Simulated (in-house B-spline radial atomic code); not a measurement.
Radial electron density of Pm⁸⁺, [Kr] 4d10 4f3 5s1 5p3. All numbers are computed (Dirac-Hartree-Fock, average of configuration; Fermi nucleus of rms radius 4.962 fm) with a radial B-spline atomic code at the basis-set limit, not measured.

Columns: r (bohr), 4πr²n(r) (electrons per bohr), bar.

```
0.000915     2.95 #
 0.00112    4.135 ##
 0.00138    5.823 ##
 0.00169    8.062 ###
 0.00208    11.15 #####
 0.00255    15.17 ######
 0.00314    20.49 ########
 0.00385    27.08 ###########
 0.00473    35.17 ###############
 0.00581    44.58 ##################
 0.00713    54.82 #######################
 0.00875    65.08 ###########################
  0.0107    73.95 ###############################
  0.0132    80.37 #################################
  0.0162    82.57 ##################################
  0.0199    80.53 #################################
  0.0244    75.99 ################################
    0.03    72.55 ##############################
  0.0368    74.63 ###############################
  0.0452    84.13 ###################################
  0.0555     97.5 ########################################
  0.0682    106.1 ############################################
  0.0837    102.5 ###########################################
   0.103    89.12 #####################################
   0.126    79.52 #################################
   0.155    83.45 ###################################
    0.19    92.57 ######################################
   0.234    86.66 ####################################
   0.287    61.94 ##########################
   0.352    39.53 ################
   0.433    36.49 ###############
   0.531    42.21 #################
   0.652    38.24 ################
   0.801    24.83 ##########
   0.984    13.31 ######
    1.21    7.664 ###
    1.48    4.714 ##
    1.82    2.212 #
    2.24   0.6378 
    2.75   0.1015 
    3.37 0.007974 
    4.14 0.0002505 
    5.08 2.712e-06
```

On this grid the curve has 4 maxima, near 0.0162, 0.0682, 0.19, 0.531 bohr.

The 5p3/2 radial function P(r) = rR(r), positive near the nucleus, with its small component Q(r) (sign convention: Q ≈ (P' + κP/r)/2c):

```
r (bohr)          P           Q
 0.00138   0.001153  -0.0001302
 0.00208   0.002511   -0.000284
 0.00314   0.005426  -0.0006147
 0.00473    0.01148   -0.001305
 0.00713    0.02373   -0.002708
  0.0107    0.04684   -0.005387
  0.0162    0.08839    -0.01031
  0.0244     0.1508     -0.0181
  0.0368     0.2211    -0.02821
  0.0555     0.2447    -0.03629
  0.0837     0.1265    -0.03337
   0.126    -0.1584    -0.01298
    0.19    -0.3595     0.01372
   0.287   -0.06116     0.01894
   0.433     0.4901   -0.001555
   0.652     0.2888    -0.01325
   0.984    -0.6447   -0.002884
    1.48    -0.9758    0.006242
    2.24    -0.4285    0.003797
    3.37   -0.05206   0.0005125
    5.08  -0.001019   1.052e-05
```
